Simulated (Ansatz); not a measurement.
```xyz
17

C    -0.0172   -0.3205   -2.5942
C     0.0037    0.5640   -1.2602
C     0.0306   -0.3498    0.0143
C    -0.0204    0.4721    1.2700
C    -0.0078   -0.3608    2.5748
H    -0.0381    0.3420   -3.4535
H     0.9131   -1.0007   -2.5656
H    -0.9043   -0.9972   -2.6366
H    -0.9007    1.2129   -1.3103
H     0.8639    1.2122   -1.2350
H     0.9154   -0.9607    0.0283
H    -0.9079   -0.9408   -0.0032
H    -0.8450    1.2214    1.2720
H     0.9180    1.2024    1.3015
H    -0.0148    0.2905    3.4065
H    -0.8557   -0.9339    2.6054
H     0.9248   -0.9715    2.6304
```

Basis set: 6-31G* (spherical functions). Frozen core: 5 orbitals. Charge 0, multiplicity 1.

Computed with Ansatz (development build ahead of 0.2.0); each method stands on the lowest determinant of its kind that the runs found. Restricted open shells among the atoms or ions are ROHF, correlated in semicanonical orbitals with singles.

The atomization energy at this shape (free ground-state atoms in the same class of orbitals less the molecule, no zero-point energy) of singlet C5H12:

```tsv
method	atomization energy
RHF-MP2	6113.2 kJ/mol
```

(1) What does RHF give?

## Answers

(1) 5105.4 kJ/mol. Caution: the shape is not the minimum.
